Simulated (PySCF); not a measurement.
Ligands exchanged one at a time, Ge F-OH. All species are isolated molecules in the gas phase. One relaxed conformer stands for each flexible species; it need not be the lowest. Strings in code marks are SMILES.

Method: r2SCAN-D4/def2-TZVP (PySCF). Excitations are Tamm–Dancoff values on a coarser integration grid. The basis has no diffuse functions, so Rydberg states are missing or too high.

| species | HOMO (eV) | S1 excitation (TDA) (eV) |
|---|---|---|
| 0 of 4 F replaced by OH (`[F][Ge]([F])([F])[F]`) | [?] | 8.56 |
| 2 of 4 F replaced by OH (`[OH][Ge]([F])([OH])[F]` (H–O–Ge–F torsion -85°, F–Ge–O–H torsion 30°)) | -8.78 | 7.35 |
| 3 of 4 F replaced by OH (`[OH][Ge]([OH])([OH])[F]`) | -8.36 | 7.34 |
| 4 of 4 F replaced by OH | [?] | 7.14 |

**Question.** Complete the blanks.

**Answer.** 
- 0 of 4 F replaced by OH (`[F][Ge]([F])([F])[F]`), HOMO (eV): -11.05
- 4 of 4 F replaced by OH, HOMO (eV): -7.85
